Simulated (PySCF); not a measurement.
Compound: H6P2Si2.
Numbering: `[SiH2:1]1[PH:2][SiH2:3][PH:4]1` (hydrogens: H5, H6 on Si1; H7 on P2; H8, H9 on Si3; H10 on P4)

The closed-shell ground state was solved at several levels (PySCF, density fitting, gas phase, non-relativistic). Isolated species at its PBE0-D3(BJ)/def2-SVP geometry, gas phase.

| level | basis functions | total energy (Eh) | HOMO (eV) | LUMO (eV) | gap (eV) | dipole (D) |
| --- | --- | --- | --- | --- | --- | --- |
| PBE0/def2-SVPD | 144 | -1264.4336 | -6.83 | -0.73 | 6.10 | 0.63 |
| B3LYP/pcSseg-2 | 256 | -1265.4675 | -6.64 | -1.00 | 5.64 | 0.63 |

(1) Estimate the row for PBE0/pcSseg-1, a basis of 126 functions; the other rows only guide the guess.

(2) Over all these levels, which gives the widest orbital gap and which the narrowest?

(3) How far do the dipole and the HOMO energy spread over the levels?

Answers

(1) Total energy -1264.7634 Eh, HOMO -6.94 eV, LUMO -0.67 eV, gap 6.27 eV, dipole 0.82 D.

(2) PBE0/pcSseg-1 (global hybrid, 25 % exact exchange) has the widest, 6.27 eV, and B3LYP/pcSseg-2 (global hybrid, 20 % exact exchange) the narrowest, 5.64 eV. Functional and basis both differ between the two, so the spread mixes both effects.

(3) The dipole runs from 0.63 to 0.82 D (mean 0.69 D) and the HOMO from -6.94 to -6.64 eV.
